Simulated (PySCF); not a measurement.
## Telling isomers of C$_{7}$H$_{6}$FP apart by NMR

Method: geometry: GFN2-xTB, shielding tensors at PBE0/pcSseg-1 (GIAO), in PySCF (a single conformation, no solvent model, rapidly exchanging positions averaged, non-relativistic).

Referencing at the same level of theory: TMS for ¹H, ¹³C. Splittings of carbon signals by F and P are missing where no couplings were computed. Where no couplings were computed, multiplicities follow the n + 1 count of equivalent neighbours, and m marks all less simple cases (inequivalent or close neighbours, rings, F or P nearby). Shifts are as computed. Against solution values, carbons near 30 ppm lie about +3 ppm off and those near 130 ppm about +5 ppm. Of 1211 compounds with measured shifts, 218 miss one by over three times the rms of a fit or turn the order of signals round; such compounds aren't used in these exercises.

(1) Tabulate the signals of `C=Pc1ccccc1F`, `[H]/P=C(/F)c1ccccc1` and their relative energies.

(2) What is the quickest way to tell C=Pc1ccccc1F from [H]/P=C(/F)c1ccccc1?

Answers

(1) 
| SMILES | carbon types | δC | δH | E rel. (kcal/mol) |
| --- | --- | --- | --- | --- |
| C=Pc1ccccc1F | 2×C 4×CH 1×CH2 | 185.5, 172.7, 143.2, 137.8, 137.4, 130.0, 119.9 | 8.41 (m, 1H), 8.29 (m, 1H), 7.78 (m, 1H), 7.68 (m, 1H), 7.45 (m, 1H), 7.29 (m, 1H) | 0.9 |
| [H]/P=C(/F)c1ccccc1 | 2×C 5×CH | 237.2, 139.3, 137.5, 134.2, 131.1 | 8.04 (m, 2H), 7.69 (m, 2H), 7.69 (m, 1H), 5.82 (m, 1H) | 0.0 |

Energies are electronic energies at PBE0/pcSseg-1 on these geometries, without zero-point or thermal terms, each for the one conformer computed, which needn't be the lowest.

(2) Count the carbon signals: 7 against 5. The first has a carbon double-bonded to a heavier main-group atom (CH2) at 185.5 ppm, the second a carbon double-bonded to a heavier main-group atom (C) at 237.2 ppm.
